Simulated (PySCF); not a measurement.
C₄H₇ (SMILES [CH]=C(C)C), doublet, geometry from GFN2-xTB. Base run: PySCF with R2SCAN/6-31G**.

Input for PySCF:
```python
from pyscf import gto, scf, dft

mol = gto.M(
    atom='''
C    -0.015834    0.011528    1.498949
C    -0.002228    0.023745    0.204928
H    -0.022239   -0.691296    2.297869
C     0.002694    1.291620   -0.607338
H    -0.006628    2.164020    0.039428
H     0.890909    1.327606   -1.236937
H    -0.872242    1.322545   -1.255524
C     0.010334   -1.241613   -0.642200
H     0.006297   -2.130183   -0.017263
H    -0.867356   -1.254725   -1.286123
H     0.901464   -1.249647   -1.267477
''',
    basis='6-31g**',
    charge=0,
    spin=1,
    verbose=4,
)

mf = dft.UKS(mol)
mf.xc = 'r2scan'
mf.kernel()
```

The base run was repeated with changes; each row names its change, and settings that it needs were set with it.

```tsv
change	ΔE vs base (µEh)	fitting functions	dipole (D)
base	0.0	-	0.91
auxbasis = cc-pvtz-jkfit	-61.7	526	0.91
auxbasis = cc-pvqz-jkfit	-26.3	781	0.91
auxbasis = cc-pvtz-ri	-371	534	0.91
auxbasis = even-tempered beta=2.0	-12.9	648	0.91
auxbasis = even-tempered beta=1.6	-3.9	1009	0.91
auxbasis = def2-svp-ri	-5671	290	0.91
auxbasis = default (with mf = mf.density_fit())	-117	441	0.91
auxbasis = cc-pvdz-jkfit	-117	441	0.91
auxbasis = def2-universal-jkfit	-83.5	426	0.91
```

A fitting set is made for a task (jfit for Coulomb, jkfit for Coulomb and exchange, ri for correlation) and for a family of orbital bases.

Open shells are given as the SCF converged; they aren't shown to be the lowest states, and a large step between rows can be another state.
